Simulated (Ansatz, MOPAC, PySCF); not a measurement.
Precursor series Zn Cl-NH2. Isolated molecules, 0 K electronic values unless said otherwise. One relaxed conformer stands for each flexible species; it need not be the lowest.

Quantity: redistribution energy (mixed species minus the weighted end members), in eV. Semi-empirical values (MOPAC) are differences of heats of formation.

Level 1: B3LYP-D3(BJ)/def2-TZVP // PBE-D3(BJ)/def2-SVP (PySCF)
Level 2: PBE-D3(BJ)/def2-TZVP // PBE-D3(BJ)/def2-SVP (PySCF)
Level 3: frozen-core MP2/def2-TZVPP // PBE-D3(BJ)/def2-SVP (Ansatz, a program for electronic structure)
Level 4: AM1 // PBE-D3(BJ)/def2-SVP (MOPAC)

```csv
species,level 1,level 2,level 3,level 4
1 of 2 Cl replaced by NH2: [Zn(Cl)(NH2)],-0.036,-0.038,-0.036,-0.046
```
